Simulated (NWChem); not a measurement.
The numbers come from NWChem runs, not from measurements. System: BCl, charge 0, spin multiplicity 1, at a geometry optimised with PBE0/def2-SVP. The structure started from a generated list of species. Level: G0W0@PBE0/def2-TZVP, RI basis def2-tzvp-rifit.

NWChem printed:

```
             Northwest Computational Chemistry Package (NWChem) 7.3.0
             --------------------------------------------------------

                                NWChem Input Module
                                -------------------

 Scaling coordinates for geometry "geometry" by  1.889725989
 (inverse scale =  0.529177249)

 Turning off AUTOSYM since
 SYMMETRY directive was detected!

                             Geometry "geometry" -> ""
                             -------------------------

 Output coordinates in angstroms (scale by  1.889725989 to convert to a.u.)

  No.       Tag          Charge          X              Y              Z
 ---- ---------------- ---------- -------------- -------------- --------------
    1 B                    5.0000     0.00000000     0.00000000    -1.32851100
    2 Cl                  17.0000     0.00000000     0.00000000     0.39073800

 Effective nuclear repulsion energy (a.u.)      26.1626245907

            Nuclear Dipole moment (a.u.)
            ----------------------------
        X                 Y               Z
 ---------------- ---------------- ----------------
     0.0000000000     0.0000000000    -0.0000170075

      Symmetry information
      --------------------

 Group name             C2v
 Group number             16
 Group order               4
 No. of unique centers     2

      Symmetry unique atoms

     1    2


 Summary of "ao basis" -> "" (spherical)
 ------------------------------------------------------------------------------
       Tag                 Description            Shells   Functions and Types
 ---------------- ------------------------------  ------  ---------------------
 *                         def2-tzvp                  on all atoms

 new library libraries.bse/

 Summary of "ri basis" -> "" (spherical)
 ------------------------------------------------------------------------------
       Tag                 Description            Shells   Functions and Types
 ---------------- ------------------------------  ------  ---------------------
 *                      def2-tzvp-rifit               on all atoms

                                 NWChem DFT Module
                                 -----------------

 Summary of "ao basis" -> "ao basis" (spherical)
 ------------------------------------------------------------------------------
       Tag                 Description            Shells   Functions and Types
 ---------------- ------------------------------  ------  ---------------------
 B                         def2-tzvp                11       31   5s3p2d1f
 Cl                        def2-tzvp                13       37   5s5p2d1f

 Summary of "ao basis" -> "ao basis" (spherical)
 ------------------------------------------------------------------------------
       Tag                 Description            Shells   Functions and Types
 ---------------- ------------------------------  ------  ---------------------
 B                         def2-tzvp                11       31   5s3p2d1f
 Cl                        def2-tzvp                13       37   5s5p2d1f

      Symmetry analysis of basis
      --------------------------

        a1         30
        a2          6
        b1         16
        b2         16

            General Information
            -------------------
          SCF calculation type: DFT
          Wavefunction type:  closed shell.
          No. of atoms     :     2
          No. of electrons :    22
           Alpha electrons :    11
            Beta electrons :    11
          Charge           :     0
          Spin multiplicity:     1
          Use of symmetry is: on ; symmetry adaption is: on
          Maximum number of iterations: 100
          This is a Direct SCF calculation.
          AO basis - number of functions:    68
                     number of shells:    24
          Convergence on energy requested:  1.00D-06
          Convergence on density requested:  1.00D-05
          Convergence on gradient requested:  5.00D-04

              XC Information
              --------------
                         PBE0 Method XC Functional
                     Hartree-Fock (Exact) Exchange  0.250
          PerdewBurkeErnzerhof Exchange Functional  0.750
[...]
              MO Center=  1.2D-32, -4.5D-16,  2.2D-01, r^2= 1.3D+00
   Bfn.  Coefficient  Atom+Function         Bfn.  Coefficient  Atom+Function
  ----- ------------  ---------------      ----- ------------  ---------------
    47      0.531905  2 Cl py                50      0.294974  2 Cl py
    44      0.243208  2 Cl py                38     -0.200606  2 Cl py
     7      0.114178  1 B  py                41     -0.093683  2 Cl py
    10      0.090864  1 B  py                21      0.027341  1 B  d -1

 Vector   10  Occ=2.000000D+00  E=-4.060358D-01  Symmetry=b1
              MO Center=  9.8D-18,  2.6D-32,  2.2D-01, r^2= 1.3D+00
   Bfn.  Coefficient  Atom+Function         Bfn.  Coefficient  Atom+Function
  ----- ------------  ---------------      ----- ------------  ---------------
    46      0.531905  2 Cl px                49      0.294974  2 Cl px
    43      0.243208  2 Cl px                37     -0.200606  2 Cl px
     6      0.114178  1 B  px                40     -0.093683  2 Cl px
     9      0.090864  1 B  px                23     -0.027341  1 B  d  1

 Vector   11  Occ=2.000000D+00  E=-2.743246D-01  Symmetry=a1
              MO Center= -1.9D-15, -2.1D-15, -1.5D+00, r^2= 1.8D+00
   Bfn.  Coefficient  Atom+Function         Bfn.  Coefficient  Atom+Function
  ----- ------------  ---------------      ----- ------------  ---------------
     4      0.515141  1 B  s                  3      0.298846  1 B  s
     8     -0.250137  1 B  pz                48      0.246115  2 Cl pz
     5      0.242001  1 B  s                 51      0.183726  2 Cl pz
     2     -0.166631  1 B  s                 11     -0.149254  1 B  pz
    45      0.114287  2 Cl pz                36     -0.107516  2 Cl s

 Vector   12  Occ=0.000000D+00  E=-6.993256D-02  Symmetry=b1
              MO Center=  1.5D-15, -5.3D-31, -1.1D+00, r^2= 2.4D+00
   Bfn.  Coefficient  Atom+Function         Bfn.  Coefficient  Atom+Function
  ----- ------------  ---------------      ----- ------------  ---------------
     9      0.445232  1 B  px                 6      0.400370  1 B  px
    12      0.383733  1 B  px                49     -0.310647  2 Cl px
    46     -0.198194  2 Cl px                43     -0.108210  2 Cl px
    60      0.079502  2 Cl d  1              37      0.077212  2 Cl px
    55      0.060044  2 Cl d  1              23     -0.045705  1 B  d  1

 Vector   13  Occ=0.000000D+00  E=-6.993256D-02  Symmetry=b2
              MO Center= -7.6D-31,  2.0D-15, -1.1D+00, r^2= 2.4D+00
   Bfn.  Coefficient  Atom+Function         Bfn.  Coefficient  Atom+Function
  ----- ------------  ---------------      ----- ------------  ---------------
    10      0.445232  1 B  py                 7      0.400370  1 B  py
    13      0.383733  1 B  py                50     -0.310647  2 Cl py
    47     -0.198194  2 Cl py                44     -0.108210  2 Cl py
    58     -0.079502  2 Cl d -1              38      0.077212  2 Cl py
    53     -0.060044  2 Cl d -1              21      0.045705  1 B  d -1

 Vector   14  Occ=0.000000D+00  E= 6.838872D-02  Symmetry=a1
              MO Center=  2.0D-30,  1.9D-30, -2.5D-01, r^2= 5.7D+00
   Bfn.  Coefficient  Atom+Function         Bfn.  Coefficient  Atom+Function
  ----- ------------  ---------------      ----- ------------  ---------------
     5      1.804334  1 B  s                 36     -1.129226  2 Cl s
    14      1.021008  1 B  pz                 4     -0.790639  1 B  s
    51      0.319262  2 Cl pz                11      0.216598  1 B  pz
    35     -0.155027  2 Cl s                 34      0.149166  2 Cl s
    22      0.117704  1 B  d  0              59     -0.082807  2 Cl d  0

 center of mass
 --------------
 x =   0.00000000 y =   0.00000000 z =  -0.03955230

 moments of inertia (a.u.)
 ------------------
          88.382258661242           0.000000000000           0.000000000000
           0.000000000000          88.382258661242           0.000000000000
           0.000000000000           0.000000000000           0.000000000000

     Multipole analysis of the density
     ---------------------------------

     L   x y z        total         alpha         beta         nuclear
     -   - - -        -----         -----         ----         -------
     0   0 0 0     -0.000000    -11.000000    -11.000000     22.000000

     1   1 0 0     -0.000000     -0.000000     -0.000000      0.000000
     1   0 1 0     -0.000000     -0.000000     -0.000000      0.000000
     1   0 0 1      0.640625      0.320321      0.320321     -0.000017

     2   2 0 0    -13.696901     -6.848451     -6.848451      0.000000
     2   1 1 0     -0.000000     -0.000000     -0.000000      0.000000
     2   1 0 1      0.000000      0.000000      0.000000      0.000000
     2   0 2 0    -13.696901     -6.848451     -6.848451      0.000000
     2   0 1 1      0.000000      0.000000      0.000000      0.000000
     2   0 0 2    -16.965058    -28.873668    -28.873668     40.782278

 Task  times  cpu:        7.0s     wall:        7.0s

                                NWChem Input Module
                                -------------------

                                 NWChem GW Module
                                 ----------------

                             ***********************
                             ***        GW       ***
                             ***********************

 Summary of "ri basis" -> "ri basis" (spherical)
 ------------------------------------------------------------------------------
       Tag                 Description            Shells   Functions and Types
 ---------------- ------------------------------  ------  ---------------------
 B                      def2-tzvp-rifit             22       76   8s6p4d3f1g
 Cl                     def2-tzvp-rifit             29      113   9s7p6d5f2g

                 Memory Information
                 ------------------
          Available GA per process is          1700.0 MBs
          Available stack per process is        700.0 MBs
          Available heap per process is           0.0 MBs

          Peak memory in Initialization
              Peak GA per process is                  1.6 MBs
              Peak stack per process is               0.1 MBs
              Peak heap per process is                1.8 MBs
              Memory not in MA per process            0.0 MBs

          Peak memory in AFF Calculation
              Peak GA per process is                  5.1 MBs
              Peak stack per process is               3.0 MBs
              Peak heap per process is                0.0 MBs
              Memory not in MA per process            3.0 MBs

          Computing 2-center integrals
          Computing Inverse Cholesky factor
          Computing 3-center integrals
          Computing V_xc ...

          Computing Sigma_x
          Computing RPA polarizability
          Solving quasiparticle equations

                  Alpha Orbitals
          State     Energy (eV)     Error (eV)
          -----------------------------------
@GW         8        -16.521           0.005
@GW         9        -13.366           0.002
@GW        10        -13.363           0.005
@GW        11         -9.843           0.002
@GW        12          0.447           0.002
@GW        13          0.447           0.002

   Applying  -2.3780 eV scissor-shift to rest of particle states

   Applying   2.3496 eV scissor-shift to rest of hole states

     GW Timing Statistics
   ------------------------
   Init.   :          0.1s
     ERIs  :          0.4s
     Distr.:          0.0s
     Vxc   :          1.0s
   Sigma_x :          0.0s
   RPA     :          0.2s
   Wmn     :          0.0s
   Sigma_c :          0.0s
   GW total:          1.7s

 Task  times  cpu:        1.7s     wall:        1.7s

 Total times  cpu:        8.8s     wall:        8.8s
```

Write an NWChem input that would produce this output.

One answer among several that fit: 
```
start mol
memory heap 200 mb stack 700 mb global 1700 mb
geometry units angstroms nocenter noautoz
  B      0.000000     0.000000    -1.328511
  Cl     0.000000     0.000000     0.390738
  symmetry group C2v
end
basis spherical
  * library def2-tzvp
end
basis "ri basis" bse spherical
  * library def2-tzvp-rifit
end
dft
  xc pbe0
  iterations 100
  direct
  tolerances tight
end
task dft energy
gw
  states alpha occ 4 vir 2
end
task dft gw
```
